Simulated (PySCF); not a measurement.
NMR data sheet: C$_{7}$H$_{7}$N

| Item | Value |
| --- | --- |
| Formula | C7H7N |
| SMILES | CC#Cn1cccc1 |
| InChI | InChI=1S/C7H7N/c1-2-5-8-6-3-4-7-8/h3-4,6-7H,1H3 |
| Point group of the computed structure | C1 |
| Degrees of unsaturation | 5 |
| Carbon signals | 5 |
| Proton signals | 3 |

Mapped SMILES: `[CH3:1][C:2]#[C:3][n:4]1[cH:5][cH:6][cH:7][cH:8]1`. Hydrogens are named by the atom that carries them.

One computed conformer, averaged over atoms made equivalent by symmetry, fast rotation or ring inversion, gas phase, non-relativistic Hamiltonian. Shieldings: GIAO PBE0/pcSseg-1; GFN2-xTB structure; PySCF 2.14.

Referencing at the same level of theory: TMS for 1H (σ = 31.72 ppm) and 13C (σ = 186.93 ppm); NH3 for 15N (σ = 267.73 ppm).

| carbon | δC, type | δH (multiplicity) | HMBC from (2–3 bonds) | span of the C tensor (ppm) |
| --- | --- | --- | --- | --- |
| C1 | 4.0, CH3 | 2.21 (s) | – | 20 |
| C2 | 68.4, C | – | H(C1) | 217 |
| C3 | 80.1, C | – | H(C5)/H(C8), H(C1) | 258 |
| C5/C8 | 127.8, CH | 6.84 (m) | H(C5)/H(C8), H(C6)/H(C7) | 142 |
| C6/C7 | 116.0, CH | 6.37 (m) | H(C5)/H(C8), H(C6)/H(C7) | 173 |

Other nuclei:
```tsv
atoms	nucleus	environment	δ (ppm)	σ (ppm)
N4	15N	pyrrole-type ring nitrogen	168.8	98.9
```

1. Carbon types of the structure: 2 × C, 4 × CH, 1 × CH3, which accounts for all hydrogens.
2. δC 127.8: aromatic CH next to a ring nitrogen.
3. δC 116.0: aromatic CH.
4. δC 80.1, 68.4: alkyne carbon; sp carbons lie upfield of alkene carbons because the cylindrical π system leaves one tensor component strongly shielded.
5. δC 4.0: propargylic methyl carbon; aliphatic region, no heteroatom directly attached.
6. δH 6.84: hydrogen on an aromatic CH next to a ring nitrogen; the ring current deshields protons in the ring plane.

Shifts are as computed. Against solution values, carbons near 30 ppm lie about +3 ppm off and those near 130 ppm about +5 ppm. Of 1211 compounds with measured shifts, 218 miss one by over three times the rms of a fit or turn the order of signals round; such compounds aren't used in these exercises. Experimental scales use liquid or dissolved standards, which lie at an offset from isolated NH3 (liquid NH3: subtract about 20 ppm). Unscaled 15N shifts of sp2 nitrogen come out 20 to 40 ppm too high even then. Multiplicities follow the n + 1 count of equivalent neighbours, as no J values were calculated; m marks all less simple cases, F and P coupling included.
